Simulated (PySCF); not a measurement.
## Dipole polarisabilities along group 14

Calculated with PySCF 2.14 for the ground configurations, without spin-orbit coupling: coupled response for Hartree-Fock and DFT. Mean α in bohr³, C₆ of like pairs in atomic units.

| species | α UHF | α PBE | α PBE0 | α recommended (Schwerdtfeger and Nagle) | C₆ UHF | C₆ PBE | C₆ PBE0 |
| --- | --- | --- | --- | --- | --- | --- | --- |
| C [He] 2s2 2p2 (aug-cc-pV5Z, non-relativistic) | 11.97 | 13.52 | 12.71 | 11.3 ± 0.4 | 46.31 | 54.88 | 50.86 |
| Si [Ne] 3s2 3p2 (aug-cc-pV(5+d)Z, non-relativistic) | 38.46 | 41.82 | 39.87 | 37.3 ± 0.7 | 315.9 | 343.5 | 325.8 |
| Ge [Ar] 3d10 4s2 4p2 (aug-cc-pV5Z-PP with ECP10MDF, ECP) | 41.27 | 46.29 | n/a | 40 ± 1 | 361.8 | 403.9 | n/a |
| Sn [Kr] 4d10 5s2 5p2 (aug-cc-pV5Z-PP with ECP28MDF, ECP) | 57.16 | 62.02 | 58.66 | 53 ± 6 | 633.1 | 675.5 | 638.5 |

Hartree-Fock lacks correlation. PBE lies above the recommended values here, as self-interaction makes its density too diffuse. All values carry a basis error, and heavy open shells lack spin-orbit coupling.
